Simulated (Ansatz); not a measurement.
Harmonic frequencies (cm⁻¹) at PBE0-D4/def2-TZVP from Ansatz: 25, 156, 216, 309, 336, 339, 395, 480, 485, 568, 589, 650, 668, 679, 714, 767, 798, 938, 981, 1112, 1142, 1434, 1941, 1944, 2161, 2197, 2206, 3080, 3134, 3458.

Each molecule was computed in one conformer, which needn't be the lowest.

(1) Which molecule is it?
A. `CSB[SiH3]`
B. `BC[O][GaH2]`
C. `[SiH3][Ga]1[O]C[O]1`
D. `C#CC[SiH2][GaH2]`

Answers

(1) D.
